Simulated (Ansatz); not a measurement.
C2H6FNSi can be A, `C=N[SiH2]CF`, or B, `N/C=C(\F)[SiH3]`.

Computed with Ansatz on PBE0-D4/def2-TZVP structures; ΔE is electronic, products minus reactants. CBS: MP2 limit from def2 TZ/QZ plus the TZ coupled-cluster correction, frozen cores. DFT in def2-TZVPP. B3LYP here is the variant with VWN-RPA as its local correlation; programs differ in this. One conformer a species, not always the lowest.

Problem. Which isomer does CCSD(T)/CBS put lower? Give the gap. (Best estimate.)

Solution. Computed: A, by 5.8 kcal/mol.

Problem. Give E(B) − E(A) in kcal/mol with CCSD/def2-TZVPP, B2PLYP, B3LYP-D4, HF/def2-TZVPP, CCSD(T)/def2-TZVPP, PBE-D4, CCSD(T)/def2-SVP. (Best estimate.)

Solution. The calculation gave: CCSD/def2-TZVPP 7.1, B2PLYP 5.7, B3LYP-D4 4.7, HF/def2-TZVPP 9.4, CCSD(T)/def2-TZVPP 6.6, PBE-D4 1.5, CCSD(T)/def2-SVP 4.2. None reverses the order clearly.

Problem. Does the order hold for the free energy at 298.15 K (harmonic terms from PBE0-D4)? (Estimate.)

Solution. Computed: Yes: G(B) − G(A) = +6.2 kcal/mol, for one conformer each.

Largest T1 diagnostic: 0.013.

At CCSD(T), def2-SVP lies −1.6 kcal/mol from the extrapolated value and def2-TZVPP +0.8 kcal/mol. Leaving LDA and LC-ωPBE aside and taking each functional with its dispersion term where it has one, the values, not all of them listed here, spread over 4.4 kcal/mol, from PBE-D4 to BHLYP-D4. LDA lies −5.5 kcal/mol from PBE without D4.
